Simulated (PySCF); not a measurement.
Species: BCl2H5SiSn.
Numbering: `[SiH3:1][SnH2:2][B:3]([Cl:4])[Cl:5]` (hydrogens: H6, H7, H8 on Si1; H9, H10 on Sn2)

Method: PBE0-D3(BJ)/def2-SVP geometry optimisation, gas phase, def2 core potentials past Kr (PySCF); density fitting, grid level 1; the optimiser is geomeTRIC in internal coordinates, started from a GFN2-xTB structure with every atom displaced at random (about 0.01 Å).

Step 2: E = -39490.6702 eV
```
atom  x, y, z in Å  |  force x, y, z in eV/Å
Si1     1.9075   -0.4601   -0.1166   -0.053   0.021  -0.021
Sn2    -0.2797    0.8582    0.1222   -0.086   0.243   0.030
B3     -2.1687   -0.3736    0.0360   -0.001  -0.106  -0.055
Cl4    -2.5905   -1.2568   -1.4187    0.034   0.047   0.087
Cl5    -3.2434   -0.4751    1.4111    0.010  -0.011  -0.036
H6      1.9290   -1.1935   -1.4176    0.006  -0.018   0.000
H7      2.0557   -1.4377    1.0028    0.012  -0.016   0.003
H8      3.0479    0.5050   -0.0811    0.022  -0.021   0.005
H9     -0.3444    2.0334   -1.1313    0.021  -0.068  -0.066
H10    -0.2632    1.7782    1.5726    0.036  -0.071   0.052
```

Step 3: E = -39490.6836 eV
```
atom  x, y, z in Å  |  force x, y, z in eV/Å
Si1     1.8650   -0.4492   -0.1196    0.019  -0.046  -0.003
Sn2    -0.2896    0.9238    0.1363   -0.017   0.031   0.019
B3     -2.1337   -0.3742    0.0445    0.077   0.049   0.032
Cl4    -2.4830   -1.2698   -1.4111   -0.019  -0.074  -0.092
Cl5    -3.2266   -0.5244    1.3960   -0.033  -0.013   0.054
H6      1.8556   -1.1993   -1.4146   -0.009   0.022   0.025
H7      1.9990   -1.4334    1.0003   -0.008   0.020  -0.022
H8      3.0496    0.4646   -0.0972   -0.013  -0.020  -0.005
H9     -0.3434    2.0405   -1.1661   -0.003   0.018   0.007
H10    -0.2424    1.7996    1.6108    0.006   0.014  -0.014
```

**Question.** Estimate the geometry and energy of step 4. (The exact step hangs on the optimiser's Hessian estimate; all steps are aligned on step 3, rigid shifts and turns removed.)

**Answer.** E = -39490.6857 eV, largest force 0.080 eV/Å
```
atom  x, y, z in Å  |  force x, y, z in eV/Å
Si1     1.8477   -0.4483   -0.1198    0.017  -0.032   0.002
Sn2    -0.2913    0.9502    0.1402   -0.001  -0.024  -0.010
B3     -2.1161   -0.3746    0.0440    0.053   0.033   0.033
Cl4    -2.4392   -1.2863   -1.4094   -0.011  -0.047  -0.063
Cl5    -3.2099   -0.5477    1.3934   -0.021  -0.009   0.037
H6      1.8215   -1.1989   -1.4133   -0.011   0.015   0.008
H7      1.9687   -1.4350    0.9985   -0.010   0.011  -0.011
H8      3.0494    0.4420   -0.1012   -0.006  -0.009  -0.005
H9     -0.3432    2.0575   -1.1691   -0.006   0.030   0.012
H10    -0.2373    1.8191    1.6161   -0.004   0.032  -0.003
```

The energy changes by -0.0021 eV. The first-order estimate −F·Δx gives -0.0033 eV and the mean of the old and new forces, exact on a quadratic surface, -0.0026 eV. The step makes an angle of 78° with the force vector and moves no atom by more than 0.047 Å.

What follows is the cost of the whole optimisation. Hardware: one thread, Arm Neoverse V1 (aarch64), no GPU, shared host with 32 logical CPUs at a one-minute load of 25. Cost: 59 s wall, 0.49 GiB resident at most.
